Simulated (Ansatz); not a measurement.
Consider the substitution at a C–C bond: `CC(C)C` + `[OH][In]([Cl])[Cl]` → `CC(C)[O][In]([Cl])[Cl]` + CH₄.

Calculated with Ansatz (gas phase, PBE0-D4/def2-TZVP geometries, no zero-point term in ΔE). CCSD(T)/CBS is the MP2 limit (def2-TZVPP, def2-QZVPP) plus CCSD(T) − MP2 in def2-TZVPP, frozen cores. This one scheme is used for every species. Functionals use def2-TZVPP. B3LYP here is the variant with VWN-RPA as its local correlation; programs differ in this. Elements past krypton have def2 core potentials. For In outer-core shells are correlated without core-valence functions, which leaves a few kJ/mol of doubt a bond. Each species was taken in one conformer, which may not be the lowest.

| level | ΔE (kcal/mol) | difference from CCSD(T)/CBS |
| --- | --- | --- |
| PBE-D4 | 4.2 | -0.9 |
| r2SCAN-D4 | 3.9 | -1.2 |
| PBE0-D4 | 5.3 | 0.2 |
| B3LYP-D4 | 3.7 | -1.4 |
| PBE | 5.5 | 0.4 |
| r2SCAN | 4.4 | -0.7 |
| PBE0 | 6.6 | 1.5 |
| CCSD(T)/def2-TZVPP | 5.0 | -0.1 |
| MP2/def2-QZVPP | 6.1 | 1.0 |
| CCSD/CBS(def2) | 5.9 | 0.8 |
| CCSD(T)/CBS | 5.1 | 0 |

Largest T1 diagnostic among the species: 0.014.

From PBE to PBE0 (25 % exact exchange), in def2-TZVPP and without D4, ΔE moves by +1.1 kcal/mol. The D4 term adds −2.1 kcal/mol with B3LYP and −1.2 kcal/mol with PBE0; it sums over pairs of atoms, weighted by their polarisabilities, and B3LYP, whose exchange is more repulsive, gets the larger term. In def2-TZVPP, CCSD(T) changes the Hartree–Fock value by −1.9 kcal/mol (the triples alone add −0.8 kcal/mol) and MP2 by −0.9 kcal/mol.
